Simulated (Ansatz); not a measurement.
## What each rung costs, and what it gives

Saddle point of InH$_{2}$BrCl$_{2}$, singlet (InHCl₂ ([Cl][InH][Cl]) + HBr → InBrCl₂ ([Cl][In]([Cl])[Br]) + H₂; bonds formed: H2–H5; dative contacts that become bonds: In1–Br6; bonds broken: In1–H2, H5–Br6), PBE0-D4/def2-TZVP structure:

```
atom    x (Å)    y (Å)    z (Å)
 In1  -0.4814  -0.1235  -0.4120
  H2   1.0144   0.9611  -0.5037
 Cl3  -0.3351  -2.1071  -1.5636
 Cl4  -2.4642   0.9617   0.0042
  H5   1.2598   0.5948   0.5465
 Br6   1.0065  -0.2870   1.9287
```

Barriers are electronic and count from the start structure reached by relaxing down the imaginary mode.

Program: Ansatz 0.2.0. Basis: as named in each row. Cores are frozen in the correlated methods. Filled d shells of the heavier atoms are correlated. Core potentials replace the inner electrons of the atoms past krypton. The def2 sets are not built for correlating such inner shells, so the correlated values are less sure here. B3LYP uses VWN-RPA correlation. Extrapolation: Hartree–Fock as exp(−7.88 √X), correlation as X^−2.97.

Times are rough, for one single point on 8 threads of a shared host (Arm Neoverse V1).

The estimate by CCSD(T) at an estimated basis limit (MP2 extrapolated from triple and quadruple zeta, plus CCSD(T) − MP2 in triple zeta) is 16.90 kcal/mol.

```csv
method,basis,time (s),barrier (kcal/mol),method less estimate
SPW92,def2-SVP,under 1,7.26,-9.63
PBE-D4,def2-SVP,under 1,10.86,-6.03
SPW92,def2-TZVPP,under 1,7.74,-9.16
PBE0-D4,def2-SVP,under 1,14.07,-2.82
PBE-D4,def2-TZVPP,1,10.91,-5.99
BLYP-D4,def2-TZVPP,1,13.71,-3.19
B3LYP-D4,def2-TZVPP,2,15.74,-1.16
BHLYP-D4,def2-TZVPP,2,18.96,2.06
PBE0-D4,def2-TZVPP,2,13.65,-3.24
CAM-B3LYP-D4,def2-TZVPP,2,17.81,0.92
r2SCAN-D4,def2-TZVPP,3,12.25,-4.65
RPA on PBE,def2-TZVPP,3,18.23,1.33
B2PLYP,def2-TZVPP,3,16.43,-0.46
PBE-QIDH,def2-TZVPP,3,15.77,-1.13
wB97M-V,def2-SVP,3,17.82,0.92
CCSD(T),def2-SVP,3,18.45,1.55
r2SCAN0-D4,def2-TZVPP,4,14.53,-2.37
wB97X-V,def2-TZVPP,4,18.44,1.55
B97M-V,def2-TZVPP,6,14.97,-1.93
wB97M-V,def2-TZVPP,6,18.15,1.25
MP2,def2-QZVPP,8,16.15,-0.75
CCSD(T),def2-TZVPP,82,17.80,0.90
```

All methods are single points on the PBE0-D4 structures.

No T1 diagnostic of these runs exceeds 0.012.

Labels in which every atom is bracketed show which atoms are joined, not bond orders.
